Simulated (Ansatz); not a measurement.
Ansatz results at the PBE0-D4/def2-TZVP geometry: HOMO energy (ωB97M-V/def2-TZVPP) -10.17 eV; size of the dipole moment (ωB97M-V/def2-TZVPP) 2.19 D; HOMO energy (B3LYP/def2-TZVPP) -7.48 eV.

Each molecule was computed in one conformer, which needn't be the lowest.

Q: Which molecule gave them?
A. `c1ccc2c(c1)CCOC2`
B. `CCCCC(=O)OCC(C)C`
C. `CN=S=O`
D. `CCCC1CCCCC1`

A: B. The others give `CN=S=O`: -10.69, 1.62, -8.30; `c1ccc2c(c1)CCOC2`: -9.00, 1.09, -6.72; `CCCC1CCCCC1`: -10.37, 0.07, -7.92.

B3LYP here is the variant with VWN-RPA as its local correlation; programs differ in this.
